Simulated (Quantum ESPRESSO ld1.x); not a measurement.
Task: These are the eigenvalues of the occupied orbitals of an atom or ion with whole-number occupations (eV). Method: non-relativistic Kohn-Sham, PW91, spin-unpolarised, spherical densities, point nucleus; computed with ld1.x of Quantum ESPRESSO 7.5.

1s: -60233.380
2s: -9857.454
2p: -9437.648
3s: -2247.034
3p: -2053.805
3d: -1693.486
4s: -460.241
4p: -380.591
4d: -236.053
5s: -82.336
5p: -60.164
4f: -50.459
5d: -28.016

Which element is it, and in what charge state? The configuration may be excited.

Result: Z = 72, hafnium, charge +3: Hf3+ in [Xe] 4f14 5d1. The list shows which subshells hold electrons but not how many an open one holds; the 1s level, -2213.5 hartree, gives Z - s = 66.5 by -(Z - s)^2/2, which with screening narrows Z to a few neighbours, and the depths of the outer levels then fix element, charge and occupations together.
